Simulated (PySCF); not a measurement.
Low-lying terms of Hg(2+) (mercury, charge +2)

Ground state [Xe] 4f14 5d10, ¹S. All numbers are calculated (PySCF 2.14, a scalar-relativistic core potential, in def2-TZVP with the def2 core potential (60 electrons) (6s5p3d1f, 43 functions)). Vertical excitation energies in eV without spin-orbit coupling; excited terms of each kind are numbered among those the solver found. Frozen: 5s2 5p6.

```
 term  leading excitation  EOM-EE-CCSD
 1 3D              5d → s        6.233
 1 1D              5d → s        7.027
1 3P°              5d → p       14.659
1 3F°              5d → p       15.104
1 1F°              5d → p       15.398
1 1D°              5d → p       15.754
1 3D°              5d → p       15.808
1 1P°              5d → p       16.046
 2 3D              5d → s       23.031
 2 1D              5d → s       23.209
```

The spin-orbit splitting of the hole, absent here, rivals or exceeds the spacing of these terms, so the LS terms are model states.

The solver can miss terms. Rydberg members are limited by the diffuse functions of the basis.
